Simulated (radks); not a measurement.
The rubidium ion Rb2+, 35 electrons, occupied as [Ar] 3d10 4s2 4p5. Method: Dirac Kohn-Sham, BLYP, spin-unpolarised, spherical densities, finite nucleus; open shells are shared between the two j in proportion to 2j + 1; Fermi nuclear charge, rms radius 4.2036 fm; computed with a radial shooting solver on a logarithmic mesh with Libxc functionals. Some entries of the table are withheld. Estimate them.

orbital     occ.  eigenvalue (eV)  <1/r> (bohr^-1)  <r^2> (bohr^2)
1s1/2          2        -15051.31            37.88        0.002187
2s1/2          2        -2027.584            8.502         0.03723
2p1/2          2        -1841.209            8.474         0.02845
2p3/2          4        -1780.377            8.162         0.02987
3s1/2          2        -317.4651            2.823          0.2995
3p1/2          2        -250.7072            2.712             (1)
3p3/2          4        -241.5606            2.637             (2)
3d3/2          4        -124.6657            2.403          0.3347
3d5/2          6        -123.1118            2.384          0.3395
4s1/2          2         -50.2023           0.9455           2.294
4p1/2    1.66667         -34.2265           0.8204           3.011
4p3/2    3.33333         -33.2375           0.8019           3.131
5s1/2          0         -13.3856           0.3568             (3)
4d3/2          0         -12.8000           0.4975           8.044
4d5/2          0         -12.7335           0.4945           8.129

Answer. 
(1) 3p1/2 <r^2> (bohr^2): 0.3062
(2) 3p3/2 <r^2> (bohr^2): 0.3186
(3) 5s1/2 <r^2> (bohr^2): 14.76
